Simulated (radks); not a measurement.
Results of a calculation; reference values are marked as such.
Q: These are the eigenvalues of the occupied orbitals of an atom or ion with whole-number occupations (eV). Code: a radial shooting solver on a logarithmic mesh with Libxc functionals. Model: Dirac Kohn-Sham, LB94 model potential, spin-unpolarised, spherical densities, finite nucleus; Fermi nuclear charge, rms radius of each element as measured or else 0.836 A^(1/3) + 0.57 fm.

orbital  eigenvalue
1s1/2     -6011.743
2s1/2     -754.4493
2p1/2     -654.1060
2p3/2     -645.2766
3s1/2     -141.6133
3p1/2     -113.5351
3p3/2     -112.3933
3d3/2      -68.1611

Which element is it, and in what charge state? The configuration may be excited. Open shells, if any, fill j = l - 1/2 first.

A: Z = 24, chromium, charge +4: Cr4+ in [Ar] 3d2. The list shows which subshells hold electrons but not how many an open one holds; the 1s level, -220.93 hartree, gives Z - s = 21.0 by -(Z - s)^2/2, which with screening and relativity narrows Z to a few neighbours, and the depths of the outer levels then fix element, charge and occupations together.
